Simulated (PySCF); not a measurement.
Identify the compound

The spectra below were simulated for a compound C8H10Si.

$^{1}$H NMR (400 MHz, computed): δ 7.14 (d, 1H), 6.44 (m, 1H), 6.36 (m, 1H), 4.69 (m, 1H), 4.67 (m, 1H), 3.39 (m, 1H), 1.76 (d, 1H), 1.38 (d, 3H).

$^{13}$C{$^{1}$H} NMR (computed): δ 170.9 (C), 157.2 (CH), 137.4 (CH), 126.8 (CH), 91.3 (C), 78.6 (CH), 34.5 (CH), 25.0 (CH3).

[PySCF 2.14.0 with density-fitted response routines: structure optimised with GFN2-xTB; NMR shieldings at PBE0/pcSseg-1/GIAO; no relativistic terms; no solvent model; fast rotation and ring inversion assumed for equivalent nuclei; one conformer]

References, each an isolated molecule treated in the same way: $^{1}$H (31.72 ppm), $^{13}$C (186.93 ppm) vs TMS.

What is the structure?

## Answers


The formula gives 5 degrees of unsaturation (1 ring in the answer). 8 carbon signals for 8 carbons: no two carbons are equivalent. Carbon types of the structure: 2 × C, 5 × CH, 1 × CH3, leaving 2 H on heteroatoms. δC 170.9: fully substituted alkene carbon. δC 157.2, 137.4, 126.8: alkene CH; the olefinic region. δC 91.3: alkyne carbon; the triple bond shields along its axis, which puts it between sp3 and sp2 carbons. δC 78.6: terminal alkyne carbon; the triple bond shields along its axis, which puts it between sp3 and sp2 carbons. δC 34.5: allylic sp3 CH; aliphatic region, no heteroatom directly attached. δH 7.14, 6.44, 6.36: hydrogen on an alkene CH; attached to an sp2 carbon and in the plane of the double bond. δH 1.76: hydrogen on a terminal alkyne carbon; it lies on the axis of the triple bond, in its shielding cone.

Structure: `C#C[C@H](C)C1=C[SiH2]C=C1`.

The data come from this structure; uniqueness wasn't tested.

Shifts are as computed. Against solution values, carbons near 30 ppm lie about +3 ppm off and those near 130 ppm about +5 ppm. Of 1211 compounds with measured shifts, 218 miss one by over three times the rms of a fit or turn the order of signals round; such compounds aren't used in these exercises. No couplings were computed; multiplicities are counted from neighbouring protons, with m where these are inequivalent, close in shift, in a saturated or five-membered ring or joined by F or P, and br s for small geminal =CH2 splittings.
